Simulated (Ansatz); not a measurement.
A made-up structure of H₂SeS₂, singlet:

```
atom    x (Å)    y (Å)    z (Å)
  S1  -1.7444  -0.2269   0.3549
  S2   0.0580  -1.1694   0.1784
 Se3   1.6211   0.2280   0.8291
  H4  -1.7957   0.3321  -0.8700
  H5   0.6945  -2.3697   0.1181
```

It is relaxed with PBE-D4/def2-SVP and then PBE0-D4/def2-TZVP (Ansatz 0.2.0). Atoms count as bonded within 1.22 times the sum of their covalent radii (H–H: 0.88 Å). The end point is not checked to be a true minimum.

**Question.** Does its bonding change? (Judge from chemistry; the calculation decides.)

**Answer.** Computed: No: no bond forms or breaks.

Where it ends: The first stage lowers the energy by 1.90 eV in 10 steps. It ends as H₂SeS₂ ([SH][SH][Se]):
```json
{"atom": "S1", "x (Å)": "-1.6991", "y (Å)": "-0.5772", "z (Å)": "0.2807"}
{"atom": "S2", "x (Å)": "0.3514", "y (Å)": "-0.9366", "z (Å)": "-0.2198"}
{"atom": "Se3", "x (Å)": "1.7593", "y (Å)": "0.1538", "z (Å)": "0.8914"}
{"atom": "H4", "x (Å)": "-1.8397", "y (Å)": "0.3030", "z (Å)": "-0.7241"}
{"atom": "H5", "x (Å)": "0.2615", "y (Å)": "-2.1490", "z (Å)": "0.3823"}
```

Labels in which every atom is bracketed show which atoms are joined, not bond orders.

For scale, one of the runs: PBE0-D4/def2-TZVP relaxation, 134 basis functions, launched by `ansatz run in.yaml --threads 2 --pin off --events-out ev --progress --plain --max-ram 4352MiB`. Hardware: 2 CPU threads of an Arm Neoverse V2, shared host. Wall time about 32 s.
